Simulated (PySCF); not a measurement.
## The 3-electron isoelectronic series, spin-free X2C

All values are computed (PySCF 2.14, energy differences of UHF-based or UKS calculations, no spin-orbit coupling). Each ion has its own even-tempered basis scaled to its charge (19s9p6d5f4g for the first); frozen: nothing. Ionisation energies in eV, correlation energies of the ion in mhartree.

```
  ion  configuration     UHF     LDA     PBE    PBE0  r2SCAN  MP2 (all electrons)  E_corr MP2  NIST (with spin-orbit, Breit and QED)
Cl¹⁴⁺  [He] 2s1 (2S)  809.22  807.92  810.72  810.41  808.60               809.38       -51.7                             809.20 (t)
 K¹⁶⁺  [He] 2s1 (2S)  1034.6  1033.1  1036.3  1036.0  1033.9               1034.8       -52.2                             1034.5 (t)
Ca¹⁷⁺  [He] 2s1 (2S)  1157.9  1156.1  1159.6  1159.3  1157.1               1158.0       -52.5                             1157.7 (t)
Sc¹⁸⁺  [He] 2s1 (2S)  1288.2  1286.3  1290.0  1289.6  1287.3               1288.3       -52.8                             1288.0 (t)
Ti¹⁹⁺  [He] 2s1 (2S)  1425.5  1423.5  1427.4  1427.0  1424.6               1425.7       -53.1                             1425.3 (t)
 V²⁰⁺  [He] 2s1 (2S)  1570.0  1567.8  1572.0  1571.6  1569.0               1570.2       -53.4                             1569.7 (t)
Cr²¹⁺  [He] 2s1 (2S)  1721.6  1719.3  1723.7  1723.2  1720.5               1721.8       -53.7                             1721.2 (t)
Mn²²⁺  [He] 2s1 (2S)  1880.4  1877.9  1882.5  1882.1  1879.2               1880.5       -53.9                             1879.9 (t)
Fe²³⁺  [He] 2s1 (2S)  2046.3  2043.7  2048.6  2048.1  2045.2               2046.5       -54.2                             2045.8 (t)
```

(1) Interpolate the row of Ar¹⁵⁺.

Each ion has its own basis, which adds noise of up to about 0.1 % along the series.

NIST values marked (s) are semi-empirical, (t) theoretical. Open shells are high-spin determinants of the terms that Hund's rules give.

## Answers

(1) configuration [He] 2s1 (2S); UHF 918.44; LDA 916.99; PBE 920.01; PBE0 919.69; r2SCAN 917.75; MP2 (all electrons) 918.59; E_corr MP2 -51.9; NIST (with spin-orbit, Breit and QED) 918.38 (t).
